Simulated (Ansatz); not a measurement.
A made-up structure of BSiH₂ClO, singlet:

B1  (-0.296, 1.006, -0.160)
Si2  (0.254, -0.833, 0.362)
O3  (0.248, 2.305, 0.357)
Cl4  (0.501, -1.929, -1.337)
H5  (-1.452, 1.272, -0.276)
H6  (0.530, 1.842, -0.355)
(Å)

It is relaxed with PBE-D4/def2-SVP and then PBE0-D4/def2-TZVP (Ansatz 0.2.0). Atoms count as bonded within 1.22 times the sum of their covalent radii (H–H: 0.88 Å). The end point is not checked to be a true minimum.

Q: Does its bonding change? (Judge from chemistry; the calculation decides.)

A: Computed: Yes. Formed: none; broken: B1–H6.

Where it ends: The first stage lowers the energy by 3.50 eV in 12 steps. It ends as BSiH₂ClO ([OH][BH][Si][Cl]):
```
6
angstrom
B -0.4787 0.9401 -0.0164
Si 0.2085 -0.9099 0.5714
O 0.2046 2.0857 -0.2341
Cl 0.3680 -1.5025 -1.4365
H -1.6687 1.0133 -0.2143
H 1.1511 2.0357 -0.0797
```

Labels in which every atom is bracketed show which atoms are joined, not bond orders.

For scale, one of the runs: PBE0-D4/def2-TZVP relaxation, 148 basis functions, launched by `ansatz run in.yaml --threads 2 --pin off --events-out ev --progress --plain --max-ram 4352MiB`. The run took about 24 s on 2 CPU threads of an Arm Neoverse V2 (shared host).
